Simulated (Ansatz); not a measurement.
Molecule: C3H6O2 (charge 0, singlet). 
Coordinates optimised at B3LYP-D3(BJ)/def2-TZVP (Ansatz, a quantum-chemistry and plane-wave program):
```
C
H 1 1.0907
H 1 1.0907 2 107.81
O 1 1.4497 2 108.43 3 -117.21
C 4 1.3360 1 116.26 2 58.40
O 5 1.1996 4 126.06 1 0.00
H 5 1.0986 6 124.78 4 180.00
C 1 1.5097 2 112.21 3 124.05
H 8 1.0905 1 110.97 2 179.56
H 8 1.0905 9 108.48 1 122.15
H 8 1.0913 9 108.35 10 117.43
```
Charge 0, spin multiplicity 1.

Parts of the frozen-core correlation energy in STO-3G (Ansatz, hartree). Frozen orbitals: 5; correlated occupied orbitals by spin: 15 and 15; virtual: 11 and 11. No spin-orbit coupling. No relativistic terms. The restricted reference is unstable.

```tsv
term	value
reference (HF)	-263.37850
MP2 opposite-spin	-0.21315
MP2 same-spin	(withheld)
CCSD correlation	(withheld)
(T)	(withheld)
T1 diagnostic	0.012
largest doubles amplitude	0.112
```

Problem. What belongs in the gaps?

Solution. 
- MP2 same-spin, value: -0.04276
- CCSD correlation, value: -0.31226
- (T), value: -0.00782
